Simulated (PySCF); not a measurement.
# Trend along group 7: MS molecules

CCSD(T) with triple-zeta basis sets in PySCF, for the lowest determinant that a PBE0 search found; no spin–orbit coupling. De refers to high-spin ground-configuration atoms.

| M | basis | reference, frozen orbitals | state (unpaired electrons) | Re (Å) | ωe (cm⁻¹) | De (eV) |
| --- | --- | --- | --- | --- | --- | --- |
| Mn | def2-TZVPP | ROHF, 10 | sextet (σ ↑, π ↑↑, δ ↑↑) | 2.082 | 480 | 2.62 |
| Re | def2-TZVPP | ROHF, 5 | sextet (σ ↑, π ↑↑, δ ↑↑) | 2.139 | 506 | 3.44 |

(1) The row for M = Tc is missing. Estimate Re, ωe and De as the mean of the rows for Mn and Re, and compare with the calculation.

Correlated steps freeze the inner cores (5 to 10 orbitals); shallow outer-core shells are correlated. These are scalar-relativistic numbers at best; spin–orbit coupling would shift them, the dissociation energy most. The CCSD T1 diagnostic is raised in MnS, ReS, TcS, a sign that a single reference may not be enough there. With d or f electrons several states lie close, and the lowest PBE0 determinant need not be the measured ground state.

Results:

(1) The means are 2.111 Å, 493 cm⁻¹ and 3.03 eV. ROHF-CCSD(T) in def2-TZVPP gives TcS as a sextet (σ ↑, π ↑↑, δ ↑↑) with Re = 2.126 Å, ωe = 504 cm⁻¹, De = 3.80 eV, so the estimate is off by -1.6 pm, -2 % and -0.77 eV.
